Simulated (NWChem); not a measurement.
System: AlH3S2O; SMILES [OH][Al]([SH])[SH]

The following NWChem deck was run.

```
start job
memory heap 200 mb stack 900 mb global 1100 mb
geometry units angstroms noautosym nocenter noautoz
  Al     0.406143    -0.072241    -0.008758
  O      2.085082    -0.309585    -0.013087
  H      2.782417     0.346382     0.010910
  S     -0.841570    -1.856883    -0.024234
  H      0.240716    -2.668027    -0.024181
  S     -0.480225     1.922420     0.009325
  H     -1.747110     1.451014     0.022407
end
basis spherical
  Al library 6-31g*
  O library 6-31g*
  H library 6-31g*
  S library 6-31g*
end
dft
  xc b3lyp
  iterations 150
end
property
  shielding
  efieldgrad
end
task dft property
```

The geometry was optimised at PBE0/def2-SVP.

GIAO values for the isolated, static molecule; σ is the absolute isotropic shielding, δ = σ(reference) − σ with the isolated reference molecule computed at the same levels (1H: tetramethylsilane, 17O: water).

Atoms are numbered as in the input.

Problem. Predict the main results of this run. (B3LYP/6-31G* (spherical d), GIAO.) Quantities: σ Al1 (ppm); δ O2 (ppm); δ H3 (ppm); σ S4 (ppm); δ H5 (ppm); σ S6 (ppm); δ H7 (ppm).

Solution. The σ Al1 (ppm) is 442.0. The δ O2 (ppm) comes out as 44.4. The δ H3 (ppm) comes out as 1.98, the σ S4 (ppm) is 765.4 and the δ H5 (ppm) comes out as -0.03. The σ S6 (ppm) comes out as 741.0 and the δ H7 (ppm) comes out as -0.34.
